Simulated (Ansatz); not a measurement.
Program: Ansatz. Geometries: PBE0-D4/def2-TZVP. ΔE: electronic, gas phase. CCSD(T)/CBS adds triple-zeta CCSD(T) − MP2 to the extrapolated MP2 energy (def2 sets, frozen cores). This one scheme is used for every species, atoms too. Functionals use def2-TZVPP. Open shells (•) are unrestricted, without spin–orbit coupling. Spin–orbit coupling would lower the free atoms: a little for F; strongly for Sn. Elements past krypton have def2 core potentials. Bonds to Sn are less sure, by a few kJ/mol each and by 10 to 20 or more in all where they break to atoms, as the def2 sets lack core-valence functions.

Consider the atomization: `[F][SnH]([F])[F]` → 3 F• + H• + Sn•.

CCSD(T)/CBS gives +16.76 eV.

Task: Another level gave +15.98 eV. Which?
A. r2SCANh-D4/def2-TZVPP
B. HF/def2-TZVPP
C. MP2/def2-TZVPP
D. PBE0-D4/def2-TZVPP

Result: D. PBE0-D4 15.98, MP2/def2-TZVPP 16.65, r2SCANh-D4 16.12, HF/def2-TZVPP 10.84 eV.

Largest T1 diagnostic among the species: 0.015.

From r2SCAN to r2SCAN0 (25 % exact exchange), in def2-TZVPP and without D4, ΔE moves by −0.79 eV: exact exchange takes away binding that semilocal exchange gives to molecules. The D4 term adds +0.13 eV with B3LYP and +0.07 eV with PBE0; it sums over pairs of atoms, weighted by their polarisabilities, and B3LYP, whose exchange is more repulsive, gets the larger term. Leaving LDA and LC-ωPBE aside and taking each functional with its dispersion term where it has one, the values, not all of them listed here, spread over 1.64 eV, from BHLYP-D4 to PBE-D4. LDA lies +2.77 eV from PBE without D4, its usual overbinding.

B3LYP here is the variant with VWN-RPA as its local correlation; programs differ in this.

For atomizations the MP2-based limit and the directly extrapolated one differ by several kJ/mol either way, and by 10 to 25 for some Ge, Se and Sn compounds, so smaller differences from it don't rank the levels.
